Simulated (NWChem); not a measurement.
propylene glycol (C₃H₈O₂); SMILES CC(O)CO

```xyz
13

C     -0.6230     1.7635    -0.0196
C      0.0139     0.4394     0.3473
O      1.3694     0.3652    -0.0658
C     -0.7250    -0.7715    -0.2081
O     -0.0439    -1.9475     0.1002
H     -0.0318     2.5991     0.3819
H     -0.6852     1.8816    -1.1152
H     -1.6454     1.8391     0.3806
H      0.0525     0.3338     1.4448
H      1.4040     0.6067    -0.9999
H     -1.7411    -0.8317     0.2161
H     -0.8453    -0.6351    -1.3081
H      0.8934    -1.7236     0.0065
```
Atoms are numbered in this order, from 1.

All runs: NWChem. Pople sets run with spherical d functions. STO-3G and 3-21G are far too small for this property and stand as cheap habits. All runs use the structure optimised with PBE0/def2-SVP. Vertical excitations in the gas phase; the lowest state need not have the same character in each row.

Problem. Taking PBE0/def2-SVP, TDA as the yardstick, which of these has the fewest basis functions while keeping “lowest excitation, singlet (eV)” within 0.2 eV of it: PBE0/3-21G, TDA; PBE0/6-31G*, TDA; PBE0/6-31+G*, TDA?

Solution. none of them.
```json
[
 {"level": "PBE0/3-21G, TDA", "basis functions": "61", "lowest excitation, singlet (eV)": "8.06"},
 {"level": "PBE0/6-31G*, TDA", "basis functions": "86", "lowest excitation, singlet (eV)": "7.92"},
 {"level": "PBE0/6-31+G*, TDA", "basis functions": "106", "lowest excitation, singlet (eV)": "6.72"},
 {"level": "PBE0/def2-SVP, TDA", "basis functions": "110", "lowest excitation, singlet (eV)": "7.49"}
]
```

The yardstick is one finite set, not the basis-set limit.
